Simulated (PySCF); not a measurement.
Species: BCl₃.
SMILES: `ClB(Cl)Cl`

The closed-shell ground state was solved at several levels (PySCF, density fitting, gas phase, non-relativistic). Geometry: PBE0-D3(BJ)/def2-TZVP; no solvent, vibrations or thermal averaging. The dipole stays under 0.02 D at every level.

```tsv
level	basis functions	total energy (Eh)	HOMO (eV)	LUMO (eV)	gap (eV)
PBE0/aug-cc-pVTZ	196	-1405.1569	-9.14	-1.76	7.38
KT3/pcSseg-2	165	-1415.3550	-7.87	-2.60	5.27
B97-2/pcSseg-2	165	-1405.7462	-8.90	-1.75	7.15
CAM-B3LYP/aug-cc-pVTZ	196	-1405.6656	-10.52	-0.62	9.90
wB97X-D/pcSseg-2	165	-1405.6357	-11.04	0.08	11.12
PBE0/pcSseg-2	165	-1405.1622	-9.16	-1.76	7.40
```

**Question.** Estimate the row for wB97X-D/aug-cc-pVTZ, a basis of 196 functions; the other rows only guide the guess.

**Answer.** Total energy -1405.6270 Eh, HOMO -11.01 eV, LUMO 0.09 eV, gap 11.10 eV.

**Question.** Over all these levels, which gives the widest orbital gap and which the narrowest?

**Answer.** wB97X-D/pcSseg-2 (range-separated hybrid) has the widest, 11.12 eV, and KT3/pcSseg-2 (GGA) the narrowest, 5.27 eV. The two share the basis. From the narrowest to the widest the HOMO moves by -3.17 eV and the LUMO by +2.68 eV.

**Question.** In the pcSseg-2 basis, how does the gap go with the fixed share of exact exchange?

**Answer.** KT3 (0 %) 5.27 eV; B97-2 (21 %) 7.15 eV; PBE0 (25 %) 7.40 eV. Each rise in the share widens the gap here.

wB97X-D is run here without its empirical dispersion term; that term would change no orbital, density or response property at a fixed geometry.
